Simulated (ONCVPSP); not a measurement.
**Pt: ONCV pseudisation with LDA (Perdew-Wang 92), fully relativistic reference atom.**

| Item | Value |
| --- | --- |
| Element | Pt |
| Generator | ONCVPSP 4.0.1 |
| Type | optimised norm-conserving Vanderbilt (ONCV) |
| Functional | LDA (Perdew-Wang 92) |
| Relativity | fully relativistic |
| Frozen core | [Kr] 4d10 4f14 |
| Valence charge | 18 |
| Reference configuration | 5s2 5p6 5d9 6p1 |
| Partial waves | 5s: rc 1.55 bohr, ncon 3, nbas 7, qcut 6.6 1/bohr, 2 projectors, debl 0.75 Ha; 5p+6p: rc 1.85 bohr, ncon 4, nbas 8, qcut 7.6 1/bohr, 2 projectors; 5d: rc 1.70 bohr, ncon 4, nbas 9, qcut 7.6 1/bohr, 2 projectors, debl 3.8 Ha |
| Local potential | polynomial inside 1.00 bohr (lpopt 5, dvloc0 6 Ha) |
| Core correction | none |

Open shells are filled in proportion to 2j + 1.

In the s channel the program set the typed energies aside and used -3.819, 0.250 Ha.

All-electron outer shells of the reference configuration (LDA (PZ), scalar-relativistic, ld1.x):

```tsv
shell	level (eV)	outermost node (bohr)	outermost maximum (bohr)
5s	-104.21	0.49	0.87
4f	-72.50	–	0.38
5p	-58.31	0.53	0.98
5d	-8.30	0.57	1.26
6p	-2.03	1.36	3.38
```

(1) Estimate the cutoffs (Ha) at which the residual kinetic energy of the hardest occupied pseudo-wave falls to 1 and 0.1 mHa per electron.

(2) Does the potential have ghost states?

(3) Which valence shell sets the plane-wave cutoff?

(4) Tests: 5s2 5p6 5d9 6s1 6p0; 5s2 5p6 5d9 6p0; 5s2 5p6 5d8 6p0; 5s2 5p5 5d9 6s1 6p0. Which has the largest error in its energy relative to the reference configuration, and how large is it?

Results:

(1) 20 Ha and 24 Ha.

(2) No bound ghost flagged; GHOST(+) flagged for s at 116.9 eV.

(3) 5d: 20 Ha for 1 mHa per electron, against 17 Ha for 5s.

(4) 5s2 5p5 5d9 6s1 6p0, with -82 meV (all-electron minus pseudo) on +58.32 eV.
